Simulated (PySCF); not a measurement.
**Bond curve of SnI⁺**

Set-up: Sn cc-pVDZ-PP with ECP28, I cc-pVDZ-PP with ECP28; scalar-relativistic core potentials (PySCF 2.14). Energies in eV from Sn⁺ + I in their ground configurations at the same level. State: ¹Σ⁺ (singlet), closed shell.

All columns are PBE0. A positive dipole points towards I; it is taken about the centre of mass and depends on that origin.

```csv
R (Å),E (eV),μ (D),Mulliken charge on Sn (basis-dependent),HOMO (eV),LUMO (eV),Mayer bond order,⟨S²⟩
2.255,-2.059,-1.94,0.73,-13.72,-8.28,1.87,0.00
2.360,-2.837,-2.65,0.78,-13.82,-8.42,1.81,0.00
2.465,-3.255,-3.37,0.83,-13.87,-8.55,1.76,0.00
2.543,-3.398,-3.89,0.87,-13.64,-8.65,1.72,0.00
2.622,-3.435,-4.41,0.90,-13.40,-8.75,1.69,0.00
2.701,-3.393,-4.91,0.92,-13.18,-8.85,1.66,0.00
2.805,-3.246,-5.55,0.95,-12.91,-8.97,1.62,0.00
2.937,-2.969,-6.30,0.98,-12.60,-9.11,1.58,0.00
3.094,-2.562,-7.14,1.00,-12.29,-9.26,1.55,0.00
3.304,-1.977,-8.12,1.02,-11.93,-9.42,1.51,0.00
```

A fit through these points gives, at Re = 2.616 Å, μ = -4.36 D and dμ/dR = -6.47 D/Å; the reduced mass is 61.65 u.

Problem. How strong is the fundamental in the double-harmonic approximation, I = 42.26·(dμ/dR)²/μred km/mol?

Solution. I = 42.26·(-6.47)²/61.65 = 28.7 km/mol at PBE0.

These are scalar-relativistic numbers at best; spin–orbit coupling would shift them, the dissociation energy most. For an ion De counts to the pair picked by the measured ionisation energies or electron affinities, which need not be the lowest pair at this level.
